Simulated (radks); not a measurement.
Ionisation ladder of lutetium, from Lu to Lu21+. Each ion is in the ground configuration listed by NIST, and IE = E(next ion) - E(this ion). Method: Dirac Kohn-Sham, PBE, spin-unpolarised, spherical densities, finite nucleus; open shells fill j = l - 1/2 first; Fermi nuclear charge, rms radius 5.37 fm; computed with a radial shooting solver on a logarithmic mesh with Libxc functionals.

| species | configuration | E (hartree) | IE, Delta-SCF (eV) | -e(HOMO) (eV) | HOMO | <r> HOMO (bohr) | IE, NIST (eV) | kind | error (eV) |
|---|---|---|---|---|---|---|---|---|---|
| Lu | [Xe] 4f14 5d1 6s2 | -14579.2060 | 5.449 | 1.867 | 5d3/2 | 2.85 | 5.426 | exp. | +0.023 |
| Lu+ | [Xe] 4f14 6s2 | -14579.0058 | 14.267 | 11.044 | 6s1/2 | 3.27 | 14.13 | semi-emp. | +0.137 |
| Lu2+ | [Xe] 4f14 6s1 | -14578.4815 | 21.064 | 17.574 | 6s1/2 | 3.06 | 20.959 | exp. | +0.105 |
| Lu3+ | [Xe] 4f14 | -14577.7074 | 45.886 | 35.470 | 4f7/2 | 0.723 | 45.25 | semi-emp. | +0.637 |
| Lu4+ | [Xe] 4f13 | -14576.0211 | 68.331 | 56.721 | 4f7/2 | 0.688 | 66.8 | semi-emp. | +1.531 |
| Lu5+ | [Xe] 4f12 | -14573.5100 | 108.37 | 80.302 | 4f7/2 | 0.660 | 98 | theory | +10.4 |
| Lu6+ | [Kr] 4d10 4f13 5s2 5p4 | -14569.5277 | 113.08 | 92.590 | 4f7/2 | 0.672 | 117 | theory | -3.9 |
| Lu7+ | [Kr] 4d10 4f13 5s2 5p3 | -14565.3722 | 130.20 | 111.63 | 4f7/2 | 0.664 | 136 | theory | -5.8 |
| Lu8+ | [Kr] 4d10 4f13 5s2 5p2 | -14560.5873 | 145.03 | 131.33 | 4f7/2 | 0.656 | 159 | theory | -14.0 |
| Lu9+ | [Kr] 4d10 4f12 5s2 5p2 | -14555.2575 | 179.18 | 159.03 | 4f7/2 | 0.634 | 185 | theory | -5.8 |
| Lu10+ | [Kr] 4d10 4f12 5s2 5p1 | -14548.6728 | 198.69 | 181.06 | 4f7/2 | 0.627 | 205 | theory | -6.3 |
| Lu11+ | [Kr] 4d10 4f12 5s2 | -14541.3712 | 219.14 | 203.67 | 4f7/2 | 0.621 | 238 | theory | -18.9 |
| Lu12+ | [Kr] 4d10 4f11 5s2 | -14533.3182 | 251.11 | 234.86 | 4f7/2 | 0.603 | 276 | theory | -24.9 |
| Lu13+ | [Kr] 4d10 4f10 5s2 | -14524.0902 | 298.12 | 267.60 | 4f7/2 | 0.587 | 305 | theory | -6.9 |
| Lu14+ | [Kr] 4d10 4f10 5s1 | -14513.1344 | 320.46 | 293.25 | 4f7/2 | 0.581 | 328 | theory | -7.5 |
| Lu15+ | [Kr] 4d10 4f10 | -14501.3578 | 337.13 | 319.39 | 4f7/2 | 0.575 | 361 | theory | -23.9 |
| Lu16+ | [Kr] 4d10 4f9 | -14488.9684 | 373.54 | 355.11 | 4f7/2 | 0.562 | 399 | theory | -25.5 |
| Lu17+ | [Kr] 4d10 4f8 | -14475.2411 | 411.29 | 392.20 | 4f7/2 | 0.549 | 438 | theory | -26.7 |
| Lu18+ | [Kr] 4d10 4f7 | -14460.1263 | 450.35 | 430.61 | 4f7/2 | 0.537 | 476 | theory | -25.6 |
| Lu19+ | [Kr] 4d10 4f6 | -14443.5762 | 493.24 | 472.76 | 4f5/2 | 0.522 | 520 | theory | -26.8 |
| Lu20+ | [Kr] 4d10 4f5 | -14425.4499 | 535.03 | 513.93 | 4f5/2 | 0.512 | 560 | theory | -25.0 |
| Lu21+ | [Kr] 4d10 4f4 | -14405.7880 | 578.02 | 556.32 | 4f5/2 | 0.502 | 600 | theory | -22.0 |

Reference values: NIST Atomic Spectra Database (exp. = measured, semi-emp. = semi-empirical, theory = theoretical value adopted there). The ionisation energy per charge of the ion left behind rises most, in proportion, at Lu3+ ([Xe] 4f14), from 7.021 to 11.471 eV. Against the entries that are not theoretical the mean signed error is +1.1 % and the largest +2.3 %. Spin polarisation and multiplet splitting are left out, so open shells lie too high by an amount that depends on their filling.

Beside tabulated values, note that spin-unpolarised runs miss the spin-polarisation part of the exchange energy of open shells.
